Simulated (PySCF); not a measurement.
## Molecular orbitals of HgBi

UHF at R = 3.602 Å; PySCF, scalar-relativistic core potentials, basis sets Hg def2-SVP with ECP60, Bi def2-SVP with ECP60. State: ⁴Σ⁻ (quartet), unpaired electrons σ ↑, π ↑↑. Only the outer orbitals are listed, counted within each symmetry, core potentials removing the inner ones.

```json
{"spin": "α", "orbital": "8σ", "occ.": "1", "ε (eV)": "-9.90", "on Hg (%)": "56", "main shells (%)": "56 Hg s, 44 Bi p"}
{"spin": "α", "orbital": "5π", "occ.": "1", "ε (eV)": "-8.69", "on Hg (%)": "0", "main shells (%)": "100 Bi p"}
{"spin": "α", "orbital": "5π", "occ.": "1", "ε (eV)": "-8.69", "on Hg (%)": "0", "main shells (%)": "100 Bi p"}
{"spin": "α", "orbital": "9σ", "occ.": "1", "ε (eV)": "-7.72", "on Hg (%)": "46", "main shells (%)": "54 Bi p, 43 Hg s"}
{"spin": "α", "orbital": "6π", "occ.": "0", "ε (eV)": "2.20", "on Hg (%)": "99", "main shells (%)": "99 Hg p"}
{"spin": "α", "orbital": "6π", "occ.": "0", "ε (eV)": "2.20", "on Hg (%)": "99", "main shells (%)": "99 Hg p"}
{"spin": "α", "orbital": "10σ", "occ.": "0", "ε (eV)": "2.81", "on Hg (%)": "99", "main shells (%)": "98 Hg p"}
{"spin": "β", "orbital": "8σ", "occ.": "1", "ε (eV)": "-8.90", "on Hg (%)": "97", "main shells (%)": "97 Hg s"}
{"spin": "β", "orbital": "9σ", "occ.": "0", "ε (eV)": "0.73", "on Hg (%)": "31", "main shells (%)": "69 Bi p, 28 Hg p"}
{"spin": "β", "orbital": "5π", "occ.": "0", "ε (eV)": "0.92", "on Hg (%)": "13", "main shells (%)": "87 Bi p, 13 Hg p"}
{"spin": "β", "orbital": "5π", "occ.": "0", "ε (eV)": "0.92", "on Hg (%)": "13", "main shells (%)": "87 Bi p, 13 Hg p"}
```

Task: Which are the highest filled and the lowest empty level, where do they sit, and how wide is the gap?

Result: Highest filled α 9σ at -7.72 eV (in %: 54 Bi p, 43 Hg s); lowest empty β 9σ at 0.73 eV (in %: 69 Bi p, 28 Hg p); the gap at UHF is 8.45 eV. An empty level above zero is unbound, and its energy depends on the basis.

| Quantity | Value |
| --- | --- |
| bond order (Mayer) | 0.09 |
| ⟨S²⟩ | 3.765 |
| charge on Hg (Mulliken, basis-dependent) | -0.01 |
| charge on Hg (Löwdin, basis-dependent) | -0.05 |
| dipole moment (positive dipole means Hg(−)Bi(+)) | 0.14 D |
| polarisability along the bond | 107.6 bohr³ |
| polarisability across the bond | 61.8 bohr³ |

Spin–orbit coupling is left out, which matters for elements this heavy, above all for dissociation energies. The state was picked by a PBE0 search and need not be the measured ground state.
